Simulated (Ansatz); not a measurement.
Ansatz results at the PBE0-D4/def2-TZVP geometry: HOMO–LUMO gap (PBE/def2-TZVPP) 3.35 eV; HOMO energy (ωB97M-V/def2-TZVPP) -9.07 eV; LUMO energy (B3LYP/def2-TZVPP) -1.99 eV.

Q: Which molecule gave them?
A. `ClC1=[CH][InH][CH2]1`
B. `[CH3][GaH][CH2]F`
C. `[SiH3]CI`
D. `BOC(C)F`

A: A. The others give `[CH3][GaH][CH2]F`: 4.13, -9.76, -1.52; `BOC(C)F`: 5.74, -11.35, -0.95; `[SiH3]CI`: 4.15, -9.45, -1.35.

B3LYP here is the variant with VWN-RPA as its local correlation; programs differ in this.
